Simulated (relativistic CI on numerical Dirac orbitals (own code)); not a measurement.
## One change at a time: Yb36+

Base calculation: Dirac-Coulomb-Breit CI, KLI orbitals optimised for each configuration, a model potential for QED, unscaled Slater integrals.

Configuration list (outside the closed core [Ar] 3d10): 4s²4p⁴, 4s4p⁵, 4s²4p³4d, 4p⁶, 4s4p⁴4d, 4s²4p³4f, 4s4p⁴4f, 4p⁵4d, 4s4p³4d², 4s²4p²4d4f, 4p⁵4f, 4p⁴4d², 4p³4d³, 4p³4d²4f. Double excitations out of closed p, d and f shells are left out; levels of such configurations are missing from the list, as are those of other unlisted configurations, and high levels can miss mixing partners.

Variants: (1) QED terms removed; (2) only the first configuration. Shifts of the energy above 4s²4p⁴ ³P2, in cm⁻¹, for the lowest level and the first level of each name with at least 55 % of one term (blank where a level changes its place among those of its configuration and J or its character, or is not in the variant):

```
        Level     Base   Δ(1)   Δ(2)
   4s²4p⁴ ³P2        0      0      0
   4s²4p⁴ ¹S0    75494     -2  -5328
   4s²4p⁴ ³P1   545024   -647  +1866
   4s²4p⁴ ¹D2   580326   -643  +3844
4s²4p³4d ³P°0  1128320  +1355       
   4s²4p⁴ ³P0  1157328  -1235  +3999
4s²4p³4d ³G°5  1799607   +396       
  4s4p⁴4d ⁵F5  2456495  +7704       
  4s4p⁴4d ³P0  2471693  +8588
```

At this charge energies of transitions that change n are usually good to better than 1 %, and those within a shell (Δn = 0) to a few per cent.

Ionisation energy from the two ground configurations alone: base 1618.03 eV. The NIST ASD value (theoretical) is 1618 eV.

LS names give the leading component of a level, which can be under half, so a name can repeat, a term be missing and a line seem to break the LS rules.
